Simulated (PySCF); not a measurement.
(Z)-2-chloro-3-fluorobut-2-ene (C4H6ClF), SMILES C/C(F)=C(\C)Cl.

The structure is a stationary point at PBE-D3(BJ)/def2-SVP.

Computed with SMD-PBE0/def2-SVP run with PySCF.

Solvation free energies are E(SMD) − E(gas) at the gas-phase geometry, for 1 M in both phases. In vacuum the dipole moment is 2.92 D.

Q: Rank water, 1-octanol, acetone by solvation free energy, most negative first.

A: acetone (-5.0 kcal/mol), 1-octanol (-4.1 kcal/mol), water (-0.5 kcal/mol)
